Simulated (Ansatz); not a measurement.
`N[SiH2][Al]([OH])[Cl]`, relaxed with RKS PBE-D4/def2-SVP in Ansatz 0.2.0 from a rough embedded geometry. The force threshold is 0.03 eV/Å; the program also tests the step.

Total charge 0; spin multiplicity 1.

Start:

```xyz
10

N     1.742   -0.209    1.260
Si    0.677   -0.868    0.011
Al   -1.233    0.514   -0.313
O    -2.417    0.086   -1.670
Cl   -1.472    2.344    0.859
H     1.100   -0.060    2.147
H     1.970    0.805    0.976
H     1.466   -0.933   -1.274
H     0.272   -2.190    0.426
H    -2.106    0.511   -2.421
```

```csv
step,energy (eV),largest force (eV/Å),largest move (Å)
1,-30590.7172,3.809,0.000
2,-30591.1680,1.587,0.192
3,-30591.2215,1.740,0.193
4,-30591.3572,0.420,0.200
5,-30591.3966,0.263,0.119
6,-30591.4383,0.289,0.172
7,-30591.4617,0.809,0.200
8,-30591.4881,0.122,0.130
9,-30591.4910,0.054,0.035
10,-30591.4913,0.081,0.017
11,-30591.4916,0.012,0.008
```

End:

```xyz
10

N     1.717   -0.209    1.376
Si    0.763   -0.844    0.038
Al   -1.156    0.553   -0.590
O    -2.190    0.144   -1.899
Cl   -1.562    2.342    0.509
H     1.222   -0.121    2.270
H     2.196    0.679    1.193
H     1.683   -0.997   -1.147
H     0.282   -2.219    0.429
H    -2.955    0.672   -2.180
```

It took 26 s on 4 threads of an Arm Neoverse N1 on a shared host, with 0.19 GiB of host memory at the peak.
